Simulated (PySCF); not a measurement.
germylmethylgermane (CH8Ge2), SMILES [GeH3][CH2][GeH3].

Coordinates come from a PBE-D3(BJ)/def2-SVP optimisation.

Level of theory: PySCF with PBE-D3(BJ)/def2-SVP.

Frequencies are harmonic and unscaled.

| mode | ν (cm⁻¹) | IR (km/mol) | moving atoms (share of kinetic energy) |
|---|---|---|---|
| 1 | 74 | 0.0 | H 99 % |
| 2 | 112 | 0.2 | H 83 %, C 16 % |
| 3 | 115 | 0.2 | Ge 77 %, H 14 %, C 10 % |
| 4 | 433 | 5.8 | H 98 % |
| 5 | 438 | 0.6 | H 46 %, C 32 %, Ge 23 % |
| 6 | 490 | 0.0 | H 92 % |
| 7 | 501 | 0.0 | H 96 % |
| 8 | 657 | 104.1 | C 54 %, H 33 %, Ge 13 % |
| 9 | 661 | 59.7 | H 55 %, C 38 % |
| 10 | 739 | 100.6 | H 68 %, C 28 % |
| 11 | 798 | 205.9 | H 94 % |
| 12 | 824 | 53.0 | H 97 % |
| 13 | 854 | 33.9 | H 99 % |
| 14 | 854 | 0.0 | H 99 % |
| 15 | 861 | 28.3 | H 99 % |
| 16 | 865 | 27.3 | H 98 % |
| 17 | 987 | 0.0 | H 99 % |
| 18 | 1025 | 11.8 | H 71 %, C 28 % |
| 19 | 1335 | 2.8 | H 92 % |
| 20 | 2068 | 208.9 | H 99 % |
| 21 | 2073 | 6.3 | H 99 % |
| 22 | 2080 | 25.1 | H 99 % |
| 23 | 2083 | 0.0 | H 98 % |
| 24 | 2084 | 180.4 | H 99 % |
| 25 | 2089 | 226.7 | H 98 % |
| 26 | 3004 | 2.0 | H 95 % |
| 27 | 3074 | 0.3 | H 90 %, C 10 % |
